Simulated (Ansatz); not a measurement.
```xyz
7

N     0.998   -0.406   -0.247
V    -0.625    0.268    0.115
F    -0.610    1.978   -0.126
F    -1.794   -0.433   -0.947
S    -0.971   -0.210    2.015
H     1.614   -0.917    0.365
H     1.387   -0.281   -1.175
```

Total charge 0; spin multiplicity 1.

(1) List the PBE0/def2-TZVPP orbital energies in eV (Ansatz 0.2.0). (Best estimate.)

## Answers

(1) Ansatz gave: Occupied: -5367.55, -2422.70, -674.00, -674.00, -612.09, -516.03, -516.00, -515.87, -392.34, -218.07, -161.83, -161.80, -161.79, -75.73, -49.10, -49.00, -48.77, -32.39, -32.24, -24.40, -19.17, -14.97, -13.36, -13.21, -12.76, -12.68, -12.58, -12.06, -11.87, -9.55, -9.03, -8.60, -8.36. Lowest empty: -3.46, -3.08, -2.28, -1.81, -1.80, 0.08, 1.73, 2.11.
